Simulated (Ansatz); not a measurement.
Ansatz (an electronic-structure program) input (B3LYP-D3(BJ)/def2-TZVP):

Ansatz 0.2 input:
```yaml
crystal:
  periodic: [false, false, false]
  atoms:
    - {symbol: O, position_ang: [-1.58492197, 0.52663389, -0.05240049]}
    - {symbol: Se, position_ang: [0.07145132, -0.24390364, 0.01808196]}
    - {symbol: O, position_ang: [1.24060060, 0.50791152, -0.02467855]}
basis:
  gaussian:
    orbitals: def2-TZVP
hamiltonian:
  xc: b3lyp
  dispersion: d3bj
total_charge: 1
magnetization: {spin_polarized: true, initial_magnetization: 1}
relax: {f_tol: 0.002, max_steps: 150}
```

End of the output:

```
reference -69432.82751472 eV, -2551.6093479053 hartree; 25, 24 occupied and 85, 86 virtual orbitals, 711 factors
relax step   9: F+E_penalty+E_count = -69432.90363684 eV  Δ(F+E_penalty+E_count) = -2.149e-7 eV  max|allowed force component| = 8.520e-4 eV/Å  Δτ_max = 0.0001 Å  (76 SCF iters, accepted)
integrals: 0.03 GiB planned
711 factors; their error is unknown
mean field: 0.47 GiB planned
mean field evaluation 128: about -69432.8273 eV, gradient 1.2e-5 eV
mean field evaluation 160: about -69432.8001 eV, gradient 2.3e0 eV
mean field -69432.82734853 eV, -2551.6093417978 hartree, gradient 1.2e-5 eV, S^2 0.766572; 6 other end points of the search recorded, 0 dependent functions left out
the calculation of the forces begins
reference -69432.82751472 eV, -2551.6093479053 hartree; 25, 24 occupied and 85, 86 virtual orbitals, 711 factors
Total energy: -69432.90380303 eV, -2551.6121514489 hartree
Atom 0 at    -1.438161     0.572603    -0.054312 Å, force    -0.000395     0.000319    -0.000026 eV/Å
Atom 1 at    -0.014837    -0.408378     0.029019 Å, force    -0.000157    -0.000852     0.000059 eV/Å
Atom 2 at     1.180128     0.626416    -0.033704 Å, force     0.000553     0.000533    -0.000033 eV/Å
Dipole moment:    -0.163476    -0.462376     0.031486 e Å
```
